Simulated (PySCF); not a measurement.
# Relaxation of quintet IrOCl3

Level of theory: UPBE0/[Ir def2-SVP with ECP60, O def2-SVP, Cl def2-SVP], scalar-relativistic core potentials, density fitting, no spin–orbit coupling, PySCF. A (50,194) grid was used.

A hand-made tetrahedral start, of C3v symmetry, held to at least that symmetry:

```xyz
5
charge 0 multiplicity 5, angstrom
Ir    0.0000   -0.1295   -0.0916
O     0.0000   -1.5337   -1.0849
Cl    1.8045   -0.1297    1.1844
Cl   -1.8045   -0.1297    1.1844
Cl    0.0000    1.6753   -1.3672
```

Optimiser trace:
| step | E − E(last) (kJ/mol) | largest gradient (Eh/bohr) |
| --- | --- | --- |
| 0 | 34.82 | 0.02849 |
| 1 | 9.94 | 0.01143 |
| 2 | 3.16 | 0.00721 |
| 3 | 0.97 | 0.00398 |
| 4 | 0.15 | 0.00190 |
| 5 | 0.00 | 0.00010 |
| 6 | 0.00 | 0.00001 |

It ends at C3v with Ir–Cl 2.291 Å (×3), Ir–O 1.730 Å; Cl–Ir–Cl 115.8° (×3), Cl–Ir–O 102.0° (×3) (after a last refinement on a finer grid). No frequency check is given, so it may be a saddle point.

Final geometry:
Coordinates in bohr (charge 0 multiplicity 5):
```
Ir    0.0000   -0.1102   -0.0779
O     0.0000   -2.7787   -1.9656
Cl    3.6681   -0.5999    2.1697
Cl   -3.6681   -0.5999    2.1697
Cl    0.0000    3.0692   -3.0170
```

Other spin states or occupations of the open shell can lie lower. Spin–orbit coupling, left out here, can matter for elements this heavy.
